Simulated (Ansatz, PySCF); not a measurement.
Species: CH$_{4}$FSi (charge -1, singlet). It need not be the lowest isomer of its formula. Whether it binds its extra electron was not tested at this geometry. 
Geometry from a B3LYP-D3(BJ)/def2-TZVP (Ansatz, a quantum-chemistry and plane-wave program) optimisation:
```
Si
F 1 1.6783
C 1 1.7464 2 123.48
H 3 1.0884 1 121.24 2 -78.31
H 3 1.0884 4 113.71 1 -158.25
H 1 1.5043 2 98.38 3 125.03
H 1 1.5043 6 108.22 2 -101.74
```
Charge -1, spin multiplicity 1.

Total electronic energies in hartree. Valence correlation only, unless marked. No spin-orbit coupling. No relativistic terms. CBS(X,Y): correlation extrapolated as X^-3; Hartree-Fock from the larger set. [CCSD(T)-MP2]/basis is that difference in the basis named.

```json
[
 {"level": "HF/cc-pVTZ", "program": "Ansatz", "energy (Eh)": "-428.65221"},
 {"level": "RI-HF/aug-cc-pV(Q+d)Z", "program": "Ansatz", "energy (Eh)": "-428.68037"},
 {"level": "PBE/def2-TZVPD", "program": "Ansatz", "energy (Eh)": "-429.66656"},
 {"level": "BLYP/def2-TZVPD", "program": "Ansatz", "energy (Eh)": "-429.93811"},
 {"level": "revPBE-D3(BJ)/def2-TZVPD", "program": "Ansatz + dftd3", "energy (Eh)": "-429.87193"},
 {"level": "revPBE-D4/def2-TZVPD", "program": "Ansatz + dftd4", "energy (Eh)": "-429.87783"},
 {"level": "M06-L/def2-TZVPD", "program": "PySCF", "energy (Eh)": "-429.94163"},
 {"level": "r2SCAN-D4/def2-TZVPD", "program": "Ansatz + dftd4", "energy (Eh)": "-429.87818"},
 {"level": "r2SCAN0-D4/def2-TZVPD", "program": "Ansatz + dftd4", "energy (Eh)": "-429.85660"},
 {"level": "CAM-B3LYP-D3(BJ)/def2-TZVPD", "program": "Ansatz + dftd3", "energy (Eh)": "-429.93834"},
 {"level": "B2GP-PLYP-D3(BJ)/def2-TZVPD", "program": "Ansatz + dftd3", "energy (Eh)": "…"},
 {"level": "MP2/STO-3G", "program": "Ansatz", "energy (Eh)": "-423.22376"},
 {"level": "RI-MP2/cc-pV(T+d)Z", "program": "Ansatz", "energy (Eh)": "-429.23035"},
 {"level": "RI-MP2/CBS(aug-cc-pV(T+d)Z,aug-cc-pV(Q+d)Z)", "program": "Ansatz", "energy (Eh)": "-429.3375"},
 {"level": "SCS-MP2/6-31G", "program": "Ansatz", "energy (Eh)": "-428.73598"},
 {"level": "SCS-MP2/cc-pV(D+d)Z", "program": "Ansatz", "energy (Eh)": "-429.02737"},
 {"level": "CCSD/6-31G*", "program": "Ansatz", "energy (Eh)": "-428.97061"},
 {"level": "CCSD/aug-cc-pV(D+d)Z", "program": "Ansatz", "energy (Eh)": "-429.12874"},
 {"level": "CCSD/cc-pV(Q+d)Z", "program": "Ansatz", "energy (Eh)": "-429.31751"},
 {"level": "CCSD(T)/cc-pVDZ", "program": "PySCF", "energy (Eh)": "-429.06079"},
 {"level": "CCSD(T)/aug-cc-pV(T+d)Z", "program": "Ansatz", "energy (Eh)": "-429.30346"},
 {"level": "CCSD(T)/cc-pV(T+d)Z", "program": "Ansatz", "energy (Eh)": "-429.27688"},
 {"level": "RI-MP2/CBS(aug-cc-pV(T+d)Z,aug-cc-pV(Q+d)Z)+[CCSD(T)-MP2]/aug-cc-pV(T+d)Z", "program": "Ansatz", "energy (Eh)": "-429.3838"}
]
```

Q: Complete the blanks.

A: 
- B2GP-PLYP-D3(BJ)/def2-TZVPD, energy (Eh): -429.69450
